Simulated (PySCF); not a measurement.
5-fluorofuran-3-one (C₄H₃FO₂), SMILES O=C1C=C(F)OC1. Coordinates come from a PBE-D3(BJ)/def2-SVP optimisation. Other conformers were not sampled.

These are PySCF with PBE-D3(BJ)/def2-SVP values and carry that method's errors.

Harmonic wavenumbers (cm⁻¹): 151, 229, 366, 505, 533, 579, 651, 667, 750, 839, 931, 944, 1030, 1108, 1150, 1196, 1239, 1365, 1430, 1653, 1790, 3014, 3082, 3222. Rotational constants (GHz): 6.870, 2.073, 1.609; symmetry number 1.

Work out the zero-point energy and the ideal-gas rigid-rotor harmonic-oscillator thermochemistry at 298.15 K and 1 atm.

ZPE = ½ Σ hcν = ½ × 28424 cm⁻¹ = 40.63 kcal/mol. H − E(el) = 44.72 kcal/mol. Entropy in cal/(mol K): translation 39.78, rotation 27.04, vibration 9.06, total 75.88. G − E(el) = 22.10 kcal/mol. Cp = 22.26 cal/(mol K).
